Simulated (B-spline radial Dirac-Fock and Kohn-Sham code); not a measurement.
Two-hole binding energies of Zr⁺

System: Zr⁺, 1s2 2s2 2p6 3s2 3p6 3d10 4s2 4p6 4d2 5s1.

Input of the calculation (task.json; shells as n, l, electrons):

```json
{"items": [{
  "Z": 40,
  "q": 1,
  "cfg": [[1, 0, 2], [2, 0, 2], [2, 1, 6], [3, 0, 2], [3, 1, 6], [3, 2, 10], [4, 0, 2], [4, 1, 6], [4, 2, 2], [5, 0, 1]],
  "A": 90,
  "rrms": 4.2694,
  "do": ["binding", "quiet", "double"]
}]}
```

Run with: `python xray_run.py task.json out`

Model: ΔSCF Dirac-Fock with Breit, self-energy and vacuum polarisation, finite nucleus, configuration average. Program: a radial B-spline solver. U is the two-hole binding energy less the two single-hole energies, the effective repulsion of the holes after relaxation. Each two-hole energy is an average over J within one jj subconfiguration.

```
          holes  E(a) (eV)  E(b) (eV)  E(ab) (eV)  U (eV)
           1s⁻²    18013.5    18013.5     36632.2   605.3
   1s⁻¹ 3p1/2⁻¹    18013.5      363.9           ?       ?
        2p1/2⁻²     2324.5     2324.5      4767.8   118.7
2p1/2⁻¹ 2p3/2⁻¹     2324.5     2240.0      4672.3   107.7
   2s⁻¹ 3p3/2⁻¹     2554.2      350.1      2944.3    40.0
   2p1/2⁻¹ 3s⁻¹     2324.5      450.0      2814.9    40.3
   2s⁻¹ 3d3/2⁻¹     2554.2      198.4      2794.0    41.4
   2p3/2⁻¹ 3s⁻¹     2240.0      450.0      2730.3    40.2
2p3/2⁻¹ 3p1/2⁻¹     2240.0      363.9      2645.8    41.9
2p3/2⁻¹ 3d3/2⁻¹     2240.0      198.4      2480.4    42.0
2p3/2⁻¹ 3d5/2⁻¹     2240.0      196.0      2476.6    40.6
        3p1/2⁻²      363.9      363.9       762.5    34.8
3p1/2⁻¹ 3p3/2⁻¹      363.9      350.1       745.7    31.7
        3d5/2⁻²      196.0      196.0       425.5    33.5
```

Question: Give the missing two-hole energy and U.

Answer: E(ab) = 18424.4 eV and U = 47.1 eV.
